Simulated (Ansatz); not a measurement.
The same path of CH₃OSSi (7 atoms, charge -1, multiplicity 1) was run 3 times with different band settings. The coordinate that changes most is the height of Si3 over the plane of its neighbours.

Method: Ansatz 0.2.0, RKS PBE/def2-SVP.

Relaxed end points:

```xyz
7
Properties=species:S:1:pos:R:3
O -1.425 0.341 -0.562
C -0.216 -0.297 -0.716
Si 1.214 0.425 0.371
S -0.099 -1.431 -1.940
H -1.282 0.875 0.255
H 0.205 0.952 1.470
H 1.602 -0.866 1.123
```

```xyz
7
Properties=species:S:1:pos:R:3
O -1.321 0.500 -0.686
C -0.291 -0.410 -0.628
Si 0.605 -0.495 1.085
S -0.101 -1.437 -1.935
H -1.176 1.039 0.128
H 0.241 1.004 1.429
H 2.043 -0.201 0.605
```

Common settings: spring 5.0 eV/Å²; optimiser quadratic models (default); start path through a guess of the saddle point; force threshold 0.03 eV/Å; iteration limit 60; end points relaxed.

| run | movable images | climbing image |
| --- | --- | --- |
| 1 | 5 | yes |
| 2 | 6 | no |
| 3 | 8 | no |

Problem. What does each run give, and how far can it be trusted?

Solution. Run 1: converged after 8 iterations, highest image 0.703 eV above the first end. A vibrational analysis at the climbing image gives one clearly imaginary mode, 604i cm⁻¹: a first-order saddle point.
Run 2: converged after 8 iterations, highest image 0.609 eV above the first end. No image climbed, so the highest image needn't sit at the top of the path.
Run 3: converged after 8 iterations, highest image 0.642 eV above the first end. No image climbed, so the highest image needn't sit at the top of the path.
Limits of this set-up: an anion without diffuse functions, the dipole of an ion depends on the origin.
